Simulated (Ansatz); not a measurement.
LinHm (charge +1): gap (eV) at several levels, gas phase, relaxed structures; Ansatz. Clusters are the lowest isomers that short searches found in that spin, judged at the geometry's level. HOMO and LUMO are taken over both spins. Singlets are spin-restricted. The structures are stationary points that may keep the symmetry of their start.

```csv
species,state,geometry,PBE-D4/def2-SVP,PBE-D4/def2-TZVP,r2SCAN-D4/def2-TZVP,PBE0-D4/def2-SVP,PBE0-D4/def2-TZVP
Li4H⁺,singlet,PBE0-D4/def2-TZVP,1.52,1.54,1.88,2.75,2.75
Li3H5⁺,doublet,PBE0-D4/def2-TZVP,1.53,1.51,2.30,3.53,3.48
```

(1) Estimate the rows for Li5H8⁺ (singlet, r2SCAN-D4/def2-TZVP geometry).

(1) 
```
species    state             geometry  PBE-D4/def2-SVP  PBE-D4/def2-TZVP  r2SCAN-D4/def2-TZVP  PBE0-D4/def2-SVP  PBE0-D4/def2-TZVP
 Li5H8⁺  singlet  r2SCAN-D4/def2-TZVP             4.17              4.17                 4.91              5.97               5.94
```

Over the 3 species that have every level, the mean is 2.41 at PBE-D4/def2-SVP, 2.41 at PBE-D4/def2-TZVP, 3.03 at r2SCAN-D4/def2-TZVP, 4.08 at PBE0-D4/def2-SVP, 4.06 at PBE0-D4/def2-TZVP. Orbital gaps grow with the share of exact exchange and aren't one observable across functionals.
